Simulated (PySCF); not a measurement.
Molecule: SMILES C[O+](C)[AlH2-][O][SiH3], C$_{2}$H$_{11}$AlO$_{2}$Si.

Atoms are numbered as in `[CH3:1][O+:2]([CH3:3])[AlH2-:4][O:5][SiH3:6]`; H(Xn) means a hydrogen on atom n.

Geometry PBE0-D3(BJ)/def2-SVP throughout; GIAO in PySCF 2.14.0 with density-fitted response routines, gas phase, one conformer, non-relativistic; equivalent atoms averaged; functional PBE0.

Question: How do the shifts δ (against TMS, H2O, AlH4- at the same level) depend on the basis set? (ppm; last column core-seconds on shared hosts with different chips, so compare them loosely)

Answer: 
| basis set | functions | C1/C3 | O2 | O5 | Al4 | Si6 | H(C1)/H(C3) | H(Si6) | H(Al4) | core-s |
| --- | --- | --- | --- | --- | --- | --- | --- | --- | --- | --- |
| STO-3G | 49 | 52.3 | -66.8 | -139.3 | 17.1 | -59.5 | 2.43 | 2.11 | 1.26 | 4.6 |
| 6-31G | 84 | 56.4 | -17.8 | -8.6 | 51.8 | -19.4 | 3.75 | 5.40 | 4.92 | 9.1 |
| pcSseg-0 | 84 | 62.5 | -21.2 | -11.7 | 34.9 | -76.2 | 3.81 | 5.76 | 4.85 | 8.5 |
| 6-31G* | 114 | 55.6 | -5.4 | 19.8 | 49.2 | -23.1 | 3.50 | 5.37 | 4.51 | 13 |
| def2-SVP | 147 | 55.6 | 9.1 | 36.0 | 35.6 | -54.7 | 3.43 | 5.16 | 3.98 | 18 |
| cc-pVDZ | 147 | 56.8 | 12.5 | 34.8 | 45.4 | -44.4 | 3.53 | 5.14 | 4.06 | 23 |
| pcSseg-1 | 171 | 59.4 | 4.7 | 26.9 | 45.6 | -48.8 | 3.63 | 5.15 | 3.90 | 19 |
| 6-311+G(2d,p) | 244 | 58.1 | 4.5 | 32.6 | 47.2 | -50.2 | 3.61 | 5.42 | 4.20 | 35 |
| aug-cc-pVDZ | 245 | 55.9 | 5.0 | 30.5 | 50.0 | -40.0 | 3.68 | 5.32 | 4.22 | 43 |
| def2-TZVP | 264 | 59.2 | 12.0 | 42.7 | 44.6 | -52.8 | 3.58 | 5.42 | 4.19 | 46 |

Question: Which nucleus moves most, in ppm?

Answer: O5 (oxygen bonded to Al, Si): from -139.3 ppm with STO-3G to 42.7 ppm with def2-TZVP. The smallest spread is 1.39 ppm, at H(C1)/H(C3). Proton shifts span only some 12 ppm, so a few tenths of a ppm matter as much there as several ppm in carbon.

Question: Taking the largest basis, def2-TZVP (264 functions), as the yardstick, rank the others by their worst heavy-atom deviation.

Answer: cc-pVDZ 8.4 ppm (147 functions), def2-SVP 9.0 ppm (147 functions), 6-311+G(2d,p) 10.2 ppm (244 functions), aug-cc-pVDZ 12.8 ppm (245 functions), pcSseg-1 15.8 ppm (171 functions), 6-31G* 29.8 ppm (114 functions), 6-31G 51.4 ppm (84 functions), pcSseg-0 54.5 ppm (84 functions), STO-3G 182.1 ppm (49 functions).

A small basis that lands close on one nucleus may do so by chance; judge by the trend and by all nuclei.
